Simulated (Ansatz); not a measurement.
A nudged elastic band was laid between two geometries of C2H8BrNSi (13 atoms, charge 0, multiplicity 1).

Theory: RKS PBE-D4/def2-SVP (Ansatz 0.2.0).

| Item | Value |
| --- | --- |
| movable images | 5 |
| climbing image | yes |
| spring | 5.0 eV/Å² |
| optimiser | quadratic models (default) |
| start path | IDPP |
| force threshold | 0.03 eV/Å |
| iteration limit | 60 |
| end points | relaxed |

First end point:

```xyz
13
Properties=species:S:1:pos:R:3
C -1.779 -0.173 0.586
Si 0.061 -0.192 0.953
Br 0.576 -1.987 2.232
C 1.075 -0.268 -0.652
N 0.805 0.989 -1.360
H -1.970 0.627 -0.158
H -2.379 0.024 1.497
H -2.102 -1.142 0.155
H 0.470 1.028 1.737
H 2.147 -0.517 -0.456
H 0.665 -1.117 -1.242
H 1.109 0.938 -2.340
H 1.341 1.756 -0.936
```

Last end point:

```xyz
13
Properties=species:S:1:pos:R:3
C -1.736 -0.066 0.386
Si 0.066 -0.203 0.923
Br 0.265 -1.960 2.339
C 1.228 -0.370 -0.575
N 1.179 0.815 -1.445
H -1.868 0.777 -0.324
H -2.392 0.118 1.259
H -2.072 -1.000 -0.108
H 0.463 1.036 1.686
H 2.271 -0.534 -0.229
H 0.970 -1.275 -1.166
H 0.230 0.962 -1.813
H 1.416 1.666 -0.918
```

(1) Which bonds break or form, and what moves?

(2) Give the energies along the band, and the barrier.

(3) What is the geometry of the highest image?

(4) What are the harmonic wavenumbers there?

Results:

(1) No bond is made or broken. The height of N5 over the plane of its neighbours goes from -0.39 to 0.38 Å.

(2) The forces met the threshold. The highest image is number 3 of 0 to 6, 0.169 eV above the first end and 0.157 eV above the last; the last end lies 0.012 eV above the first. A vibrational analysis at the climbing image gives one clearly imaginary mode, 604i cm⁻¹: a first-order saddle point.

```csv
image,path coordinate (Å),energy (eV),height of N5 over the plane of its neighbours (Å)
0,0.00,0.000,-0.39
1,0.31,0.011,-0.37
2,0.63,0.052,-0.30
3,0.94,0.169,0.01
4,1.19,0.076,0.26
5,1.43,0.019,0.37
6,1.67,0.012,0.38
```

(3) 
```xyz
13
Properties=species:S:1:pos:R:3:forces:R:3
C -1.752 -0.109 0.431 0.00 0.01 0.00
Si 0.052 -0.217 0.958 0.00 0.00 -0.01
Br 0.300 -1.991 2.358 0.00 0.00 0.00
C 1.192 -0.340 -0.564 0.00 -0.01 0.01
N 1.051 0.905 -1.286 0.00 -0.01 0.00
H -1.856 0.690 -0.330 0.00 0.00 0.00
H -2.408 0.132 1.291 0.00 0.00 0.00
H -2.092 -1.069 -0.008 0.00 0.00 0.00
H 0.446 1.009 1.739 0.00 0.00 0.00
H 2.247 -0.582 -0.291 -0.01 0.00 0.00
H 0.853 -1.184 -1.200 0.01 0.01 0.00
H 0.553 0.954 -2.168 0.00 0.01 0.00
H 1.436 1.767 -0.914 0.00 0.00 -0.01
```

(4) 604i, 92, 105, 150, 168, 210, 213, 238, 398, 587, 645, 671, 738, 783, 809, 864, 973, 1102, 1203, 1220, 1261, 1374, 1381, 1381, 1534, 2150, 2930, 2979, 3027, 3082, 3091, 3568, 3696 cm⁻¹.

Run time: 91 s on 2 threads of Arm Neoverse V2, with other jobs on the host, peak memory 0.18 GiB.
